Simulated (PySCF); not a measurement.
Ionising LiSb

UHF-CCSD; PySCF, scalar-relativistic core potentials, basis sets Li def2-SVP, Sb def2-SVP with ECP28. Neutral (UHF): triplet (π ↑↑), Re = 2.668 Å, ωe = 374 cm⁻¹, De = 1.06 eV.

LiSb⁺ (UHF): quartet (σ ↑, π ↑↑), Re = 3.030 Å, ωe = 190 cm⁻¹, De = 0.39 eV to Li⁺ + Sb. The energies at the minima are -246.81818 hartree for LiSb and -246.60031 for LiSb⁺.

Task: Work out the adiabatic ionisation energy, without and with harmonic zero-point energies (1 hartree = 27.2114 eV, 1 eV = 8065.5 cm⁻¹), and the change of the bond length.

Result: At UHF-CCSD: 0.21787 hartree = 5.929 eV between the minima; the zero-point term (190.0 − 374.0)/2 cm⁻¹ = -0.011 eV makes it 5.917 eV. Re changes by +36.2 pm against the neutral. The electron leaves a σ orbital, and the ion is left as a loose complex of an ion and an atom.

Correlated steps freeze 4 core orbitals. Weak bonds: LiSb⁺. Basis-set superposition, not corrected here, can be much of De in a small basis, most of all at correlated wavefunction levels. Spin–orbit coupling is left out, which matters for elements this heavy, above all for dissociation energies. For an ion De counts to the pair picked by the measured ionisation energies or electron affinities, which need not be the lowest pair at this level. States were picked by a PBE0 search and need not be the measured ground states.
